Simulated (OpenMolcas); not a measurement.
In: effect of the active space

```yaml
Program: OpenMolcas 26.06
Method: CASSCF or its RAS form
Basis: ANO-RCC-VTZP
Scalar_Hamiltonian: DKH2, point nucleus
Spin-orbit_coupling: state interaction with AMFI integrals over the reference wave functions, term energies averaged over their components
```

A. 3 electrons in 4 orbitals (5s 5p); 2S+1 = 4 odd, 1 root (0 in the spin-orbit step); 2S+1 = 2 odd, 3 roots; 2S+1 = 4 even, 3 roots; 2S+1 = 2 even, 5 roots; cost about 9 core-seconds
B. 3 electrons in 8 orbitals (5s 5p 6s 6p); 2S+1 = 4 odd, 1 root (0 in the spin-orbit step); 2S+1 = 2 odd, 3 roots; 2S+1 = 4 even, 3 roots; 2S+1 = 2 even, 5 roots (0 in the spin-orbit step); cost roughly 14 core-seconds
C. 3 electrons in 9 orbitals (RAS2 5s 5p; RAS3 5d, at most 2 electrons); 2S+1 = 4 odd, 1 root (0 in the spin-orbit step); 2S+1 = 2 odd, 3 roots; 2S+1 = 4 even, 3 roots; 2S+1 = 2 even, 5 roots; cost about 14 core-seconds

Energies in cm⁻¹ above 5s² 5p ²P°_1/2, the measured ground level; measured values from NIST Handbook of Basic Atomic Spectroscopic Data.

```json
{"Level": "5s² 5p ²P°_1/2", "A": "0.0", "B": "0.0", "C": "0.0", "Measured": "0.0"}
{"Level": "5s² 5p ²P°_3/2", "A": "2098", "B": "1766", "C": "2146", "Measured": "2213"}
{"Level": "5s 5p² ⁴P_1/2", "A": "26870", "B": "28599", "C": "29009", "Measured": "34978"}
{"Level": "5s 5p² ⁴P_3/2", "A": "27608", "B": "29346", "C": "29741", "Measured": "36021"}
{"Level": "5s 5p² ⁴P_5/2", "A": "28808", "B": "30592", "C": "30919", "Measured": "37452"}
```

Deviations, from unrounded energies. A percentage is the sum of absolute deviations over the sum of measured energies, with the sign that they share, or ± where signs differ.

```json
{"Against measurement": "mean absolute deviation (cm-1)", "Levels": "4", "A": "6300", "B": "5100", "C": "4700"}
{"Against measurement": "fine structure of the ground term (%)", "Levels": "1", "A": "-5.2", "B": "-20.2", "C": "-3.0"}
{"Against measurement": "other configurations (%)", "Levels": "3", "A": "-23.2", "B": "-18.4", "C": "-17.3"}
```

C lies closest to measurement on these levels and A furthest from it. The largest miss of C in the table is 5s 5p² ⁴P_5/2, by -6500 cm-1. The ranking rests on the paired levels alone, and a cruder setting can come out closer through cancelling errors.

Among A to C the level of the table that moves most is 5s 5p² ⁴P_1/2, by 2100 cm-1 (lowest in A, highest in C).

Some high roots are left out of the spin-orbit mixing, which shifts the levels that they would mix with. Without dynamic correlation excited terms often stand tens of per cent too high (terms of higher spin than the ground term too low), and those without a measured partner can miss by more than the paired ones. Terms of s pⁿ other than that of highest spin mix with s² pⁿ⁻² d, which this space lacks; all of them can be thousands of cm-1 off, and some have no real level of that name (holds for A; B). Active for correlation alone: 6p 6s; no level in the range computed is led by a configuration that fills them, so any true level of that kind is missing (holds for B). Active for correlation alone: 5d; no level in the range computed is led by a configuration that fills it, so any true level of that kind is missing (holds for C). Computed and measured levels are paired by configuration, term and J; levels that our copy of the source lacks, or whose pairing is in doubt (as where it misses far off the trend of its configuration), stay unpaired and out of the deviations. Only configurations of the active space appear. The table leaves out levels that lie high or whose names do not pair safely across all columns.

° marks odd parity.
